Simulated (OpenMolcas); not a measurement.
# Re5+: moving or changing the point charges

Re5+ among 8 point charges of -1.2 e arranged as a cube (Oh), 2.12 Å from the ion.
```
   1.2240    1.2240    1.2240  -1.20
   1.2240    1.2240   -1.2240  -1.20
   1.2240   -1.2240    1.2240  -1.20
   1.2240   -1.2240   -1.2240  -1.20
  -1.2240    1.2240    1.2240  -1.20
  -1.2240    1.2240   -1.2240  -1.20
  -1.2240   -1.2240    1.2240  -1.20
  -1.2240   -1.2240   -1.2240  -1.20
```

```yaml
Program: OpenMolcas 26.06
Method: "SS-CASPT2, IPEA 0.25 Eh, imaginary shift 0.1 Eh (closed shells correlated: 5s 5p)"
Basis: ANO-RCC-VDZP [7s6p4d2f1g]
Scalar_Hamiltonian: DKH2, point nucleus
Active_space: 2 electrons in 5 orbitals (5d)
State_averaging: 2S+1 = 3 even, 10 roots; 2S+1 = 1 even, 15 roots
Spin-orbit_coupling: state interaction with AMFI integrals over the reference wave functions
```

Runs around this geometry, states (labels of O, the rotations of Oh). Energies in cm-1 above the lowest state or level, χT in cm3 K/mol.

```
R (Å)  q (e)  Ground state  First state of that spin  First gap with spin-orbit (degeneracies)  χT at 300 K  First state of another spin
 2.12  -0.78           3A2                  3T2 2890                               1130 (3, 2)        0.164                     1E 10860
 1.92   -1.2           3A2                  3T2 7240                               3480 (3, 2)        0.053                     1E 11440
 2.12   -1.2           3A2                  3T2 4590                               1980 (3, 2)        0.092                     1E 11230
```

Taking the first state of the same spin as R^-n, n = -ln(4590 / 7240) / ln(2.12 / 1.92) = 4.6 between the shortest and longest distance.

Scaling the charges by -0.78 / -1.2 = 0.65 scales the first state of the same spin by 2890 / 4590 = 0.63; with fixed orbitals a first-order splitting would follow the charge.

Roots that are degenerate in the reference are averaged as groups; the widest CASPT2 spread within a group is 230 cm-1 (the 3-fold group of multiplicity 1 near 19100 cm-1 above the lowest state of its run, R = 2.12, q = -0.78). Shifts and gaps below about the spread of the groups concerned are not significant. Free-ion shares, where given, are those of the reference states; single-state CASPT2 does not remix them. Spin-orbit coupling mixes the spin-free states strongly: the lowest level takes only 41 % from its leading state, 3T2, which lies 2891 cm-1 above the lowest spin-free state (figures for R = 2.12, q = -0.78; the like holds for R = 1.92, q = -1.2, R = 2.12, q = -1.2). This is an electrostatic model: the charges have no orbitals. No measured value stands beside these numbers.
